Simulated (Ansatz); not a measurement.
Relaxation of H₁₁NO₃Si₄ (19 atoms, charge 0, multiplicity 1), to a largest force component of 0.02 eV/Å in at most 40 steps.

Theory: Ansatz 0.2.0, RKS B3LYP/STO-3G.

```xyz
19
Properties=species:S:1:pos:R:3
Si 0.000 0.000 0.000
N 0.000 0.000 1.820
H -0.877 -0.271 2.350
H 0.877 0.271 2.350
O 1.584 0.000 -0.559
Si 2.491 -1.376 -0.887
H 1.660 -2.352 -1.586
H 3.632 -1.020 -1.725
H 2.969 -1.954 0.366
O -0.791 1.371 -0.559
Si -2.400 1.426 -1.040
H -3.212 0.642 -0.114
H -2.862 2.811 -1.038
H -2.527 0.874 -2.385
O -0.791 -1.371 -0.559
Si -1.673 -2.433 0.398
H -1.263 -2.287 1.792
H -3.096 -2.132 0.276
H -1.426 -3.804 -0.040
```

Problem. Where does it end, and by what steps?

Solution. It converged. The force dipped under the threshold on the way, but the program's further checks kept it going. Limits of this set-up: minimal basis. After 30 steps the energy has fallen by 0.686 eV; H12 moved furthest, 1.75 Å.

```tsv
step	energy less start (eV)	largest force component (eV/Å)	accepted
0	0.0000	2.264	yes
2	-0.4317	0.547	yes
4	-0.4951	1.054	yes
6	-0.5414	0.148	yes
8	-0.5656	0.321	yes
10	-0.6001	0.053	yes
12	-0.6181	0.322	yes
14	-0.6345	0.154	yes
16	-0.6497	0.269	yes
18	-0.6648	0.126	yes
20	-0.6740	0.113	yes
22	-0.6821	0.081	yes
24	-0.6844	0.035	yes
26	-0.6851	0.024	yes
28	-0.6854	0.012	yes
30	-0.6856	0.017	yes
```

```xyz
19
Properties=species:S:1:pos:R:3
Si -0.221 -0.108 0.467
N -0.148 -0.097 2.216
H -0.630 0.728 2.641
H 0.822 -0.099 2.605
O 1.289 0.107 -0.228
Si 1.926 -1.086 -1.252
H 1.125 -1.301 -2.442
H 3.223 -0.594 -1.659
H 2.110 -2.360 -0.585
O -1.267 1.138 0.076
Si -1.904 1.306 -1.485
H -2.875 0.270 -1.787
H -2.567 2.590 -1.520
H -0.880 1.274 -2.513
O -0.765 -1.583 -0.112
Si -1.556 -2.685 0.907
H -0.660 -3.276 1.880
H -2.681 -2.095 1.606
H -2.049 -3.735 0.043
```

Time of the run: 3.5 min on 1 thread of Arm Neoverse V2, on a shared host, peak memory 0.21 GiB.
